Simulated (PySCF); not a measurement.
How methods differ on the excitation energy of Cu

Cu [Ar] 3d10 4s1 (2S) → Cu [Ar] 3d10 4d1 (2D), as a difference of total energies. Computed with PySCF 2.14 in aug-cc-pVQZ-PP with ECP10MDF (7s7p6d4f3g2h, 135 functions), with scalar relativity through the core potential. Correlated levels: valence: 3s2 3p6 frozen. The calculations carry no spin-orbit coupling.

Question: Order these methods by the excitation energy they give, lowest first.
A. PBE
B. UHF
C. LDA
D. SCS-MP2 (valence)

Answer: B (47439 cm⁻¹), D (54582 cm⁻¹), A (55541 cm⁻¹), C (59228 cm⁻¹).

The promoted electron is Rydberg-like, and one or two diffuse shells describe it only roughly, which tends to raise the upper state.

In the upper state the promoted electron has a positive orbital energy at LDA, r2SCAN, so the basis confines it.

For comparison: 49939 cm⁻¹ (measured; NIST levels, between the centres of gravity of the two terms).
